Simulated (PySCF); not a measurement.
An equivalent PySCF input for Pb⁺ (lead, charge +1), [Xe] 4f14 5d10 6s2 6p1, 2P determinant, with the spin-free X2C one-electron Hamiltonian (Gaussian nucleus):

```python
from pyscf import gto, scf, dft, mp, cc
import basis_set_exchange as bse
mol = gto.M(atom="Pb 0 0 0", charge=1, spin=1, symmetry="D2h",
            basis=gto.basis.parse(bse.get_basis("aug-cc-pwCVTZ-DK3", elements=["Pb"], fmt="nwchem")),
            nucmod="G")
mf = dft.UKS(mol, xc="LDA,VWN").sfx2c1e()
mf.irrep_nelec = {'Ag': (12, 12), 'B1g': (3, 3), 'B2g': (3, 3), 'B3g': (3, 3), 'Au': (1, 1), 'B1u': (6, 6), 'B2u': (7, 6), 'B3u': (6, 6)}
mf.kernel()
```

It reaches the same state as the run whose output follows, with an energy that differs only through the grid. The run itself started from symmetry-adapted Hartree-Fock orbitals and held the occupation by maximum overlap, on a logarithmic radial grid, so the iterations belong to that start.

```
SCF conv_tol = 1e-09
number electrons alpha = 41  beta = 40
XC functionals = LDA,VWN
    P. A. M. Dirac.,  Math. Proc. Cambridge Philos. Soc. 26, 376 (1930)
    F. Bloch.,  Z. Phys. 57, 545 (1929)
    S. H. Vosko, L. Wilk, and M. Nusair.,  Can. J. Phys. 58, 1200 (1980)
cycle= 1 E= -20871.1772472756  delta_E= -0.0339  |g|= 0.281  |ddm|= 1.31
cycle= 2 E= -20871.1765324435  delta_E= 0.000715  |g|= 0.258  |ddm|= 0.33
cycle= 3 E= -20871.1813076632  delta_E= -0.00478  |g|= 0.0286  |ddm|= 0.153
cycle= 4 E= -20871.1814413674  delta_E= -0.000134  |g|= 0.00153  |ddm|= 0.033
cycle= 5 E= -20871.1814419743  delta_E= -6.07e-07  |g|= 7.14e-05  |ddm|= 0.0028
cycle= 6 E= -20871.1814419755  delta_E= -1.24e-09  |g|= 4.36e-06  |ddm|= 9.96e-05
cycle= 7 E= -20871.1814419755  delta_E= -1.82e-11  |g|= 5.15e-07  |ddm|= 1.15e-05
converged SCF energy = -20871.1814419755  <S^2> = 0.75054209  2S+1 = 2.000542
```

Spin-orbit coupling, absent here, splits the open shell strongly.
